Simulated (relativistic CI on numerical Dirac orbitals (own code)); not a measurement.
# Radial parameters of Lu³⁶⁺

These numbers are calculated, not measured: Dirac-Coulomb-Breit CI, orbitals from a KLI potential per configuration, model QED, unscaled Slater integrals (own radial code, finite nucleus).

Slater integrals F^k, G^k are unscaled and averaged over j, outside the closed core [Ar] 3d10; ζ comes from projecting the Hamiltonian with its Breit term on Σ l·s of the shell.

- 4s²4p⁵: ζ(4p) = 399750 cm⁻¹; <r>(4p) = 0.4391, <r^2>(4p) = 0.2182 (bohr units).
- 4s²4p⁴4d: F^2(4p,4p) = 232670, ζ(4p) = 400320, F^2(4p,4d) = 228960, G^1(4p,4d) = 283530, G^3(4p,4d) = 182000, ζ(4d) = 50321 cm⁻¹; <r>(4p) = 0.4392, <r^2>(4p) = 0.2182, <r>(4d) = 0.4389, <r^2>(4d) = 0.2202 (bohr units).
- 4s4p⁵4d: G^1(4s,4p) = 304570, ζ(4p) = 400050, G^2(4s,4d) = 224940, F^2(4p,4d) = 228910, G^1(4p,4d) = 283480, G^3(4p,4d) = 181960, ζ(4d) = 50594 cm⁻¹; <r>(4s) = 0.4282, <r^2>(4s) = 0.2061, <r>(4p) = 0.4393, <r^2>(4p) = 0.2183, <r>(4d) = 0.439, <r^2>(4d) = 0.2203 (bohr units).

Averages of the first 10 configurations, taken without configuration mixing, which lowers the lowest level and can move excited configurations by several eV; other configurations of the list can lie among them:

```tsv
Configuration	Parity	States	Average energy above the lowest level (eV)
4s²4p⁵	odd	6	26.4
4s4p⁶	even	2	181.0
4s²4p⁴4d	even	150	208.0
4s4p⁵4d	odd	120	358.1
4s²4p⁴4f	odd	210	389.0
4s4p⁵4f	even	168	539.4
4p⁶4d	even	10	518.5
4s4p⁴4d²	even	1350	538.2
4s²4p³4d4f	even	2800	571.3
4p⁶4f	odd	14	700.1
```
